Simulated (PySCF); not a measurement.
In₃Te⁺: umbrella–stretch map

Level of theory: B3LYP in PySCF with Te def2-SVP with ECP28, In def2-SVP with ECP28; scalar-relativistic core potentials, no spin–orbit coupling; density-fitted integrals.

Rigid scan from the singlet minimum (Te–In 3.003 Å (×3); In–Te–In 120.0° (×3)). Coordinate: rows: all bonds scaled; columns: angle to the threefold axis. Energies in kJ/mol from the minimum.

```
scale \ angle    60    66    72    78    84    90
         0.95  44.3  30.3  22.6  18.8  16.8  16.3
         0.98     ?  13.8   7.3   4.2   2.8     ?
         1.00  20.9   9.8   4.0   1.4   0.2   0.0
         1.03     ?  12.0   7.2   5.2   4.5   4.4
         1.07  34.8     ?  22.8  21.7  21.5     ?
```

Question: Fill in the five missing cells, row by row.

Answer: 25.9, 2.4, 21.7, 26.5, 21.6.

The bond scale of lowest energy on the grid is 1.00 at 60°, 1.00 at 66°, 1.00 at 72°, 1.00 at 78°, 1.00 at 84°, 1.00 at 90°.

Other isomers or separated fragments may lie lower.
